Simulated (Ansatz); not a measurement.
Consider the formal exchange of groups at the Si–C bond: `CC[SiH2]Br` + silanol → `O[SiH2][SiH2]Br` + ethane.

Computed with Ansatz on PBE0-D4/def2-TZVP structures; ΔE is electronic, products minus reactants. CCSD(T)/CBS is the MP2 limit (def2-TZVPP, def2-QZVPP) plus CCSD(T) − MP2 in def2-TZVPP, frozen cores. This one scheme is used for every species. Functionals use def2-TZVPP. B3LYP here is the variant with VWN-RPA as its local correlation; programs differ in this. HSE06 is defined as in plane-wave codes. For Br outer-core shells are correlated without core-valence functions, which leaves a few kJ/mol of doubt a bond. Scalar relativity is left out up to krypton. Each species was taken in one conformer, which may not be the lowest.

| level | ΔE (kJ/mol) | difference from CCSD(T)/CBS |
| --- | --- | --- |
| LDA (SPW92) | -10.2 | -11.5 |
| PBE-D4 | -14.5 | -15.8 |
| revPBE-D4 | -13.1 | -14.4 |
| BLYP-D4 | -7.9 | -9.2 |
| r2SCAN-D4 | -5.4 | -6.7 |
| B97M-V | -7.1 | -8.4 |
| PBE0-D4 | -9.7 | -11.0 |
| B3LYP-D4 | -4.8 | -6.1 |
| r2SCAN0-D4 | -2.9 | -4.2 |
| HSE06-D4 | -9.9 | -11.2 |
| BHLYP-D4 | -1.0 | -2.3 |
| CAM-B3LYP-D4 | 0.5 | -0.8 |
| ωB97X-V | -0.9 | -2.2 |
| B2PLYP | 1.5 | 0.2 |
| PBE-QIDH | -0.1 | -1.4 |
| PBE | -13.7 | -15.0 |
| revPBE | -14.3 | -15.6 |
| r2SCAN | -5.3 | -6.6 |
| PBE0 | -8.9 | -10.2 |
| B3LYP | -3.3 | -4.6 |
| r2SCANh | -4.2 | -5.5 |
| r2SCAN0 | -2.8 | -4.1 |
| HSE06 | -9.0 | -10.3 |
| BHLYP | 2.1 | 0.8 |
| CAM-B3LYP | 1.6 | 0.3 |
| LC-ωPBE | -2.3 | -3.6 |
| RPA@PBE/def2-TZVPP | 5.0 | 3.7 |
| HF/def2-SVP | 5.4 | 4.1 |
| MP2/def2-SVP | 6.6 | 5.3 |
| CCSD/def2-SVP | 1.4 | 0.1 |
| HF/def2-TZVPP | 7.7 | 6.4 |
| MP2/def2-TZVPP | 9.6 | 8.3 |
| SCS-MP2/def2-TZVPP | 9.4 | 8.1 |
| CCSD/def2-TZVPP | 3.9 | 2.6 |
| HF/def2-QZVPP | 8.4 | 7.1 |
| MP2/def2-QZVPP | 8.8 | 7.5 |
| SCS-MP2/def2-QZVPP | 8.7 | 7.4 |
| HF/CBS(def2) | 8.5 | 7.2 |
| MP2/CBS(def2) | 7.9 | 6.6 |
| CCSD/CBS(def2) | 2.2 | 0.9 |
| CCSD(T)/CBS | 1.3 | 0 |

Largest T1 diagnostic among the species: 0.011.

From BLYP to BHLYP (50 % exact exchange), in def2-TZVPP and without D4, ΔE moves by +8.8 kJ/mol. Leaving LDA and LC-ωPBE aside and taking each functional with its dispersion term where it has one, the values, not all of them listed here, spread over 19.0 kJ/mol, from PBE-D4 to ωB97M-V. LDA lies +3.5 kJ/mol from PBE without D4.
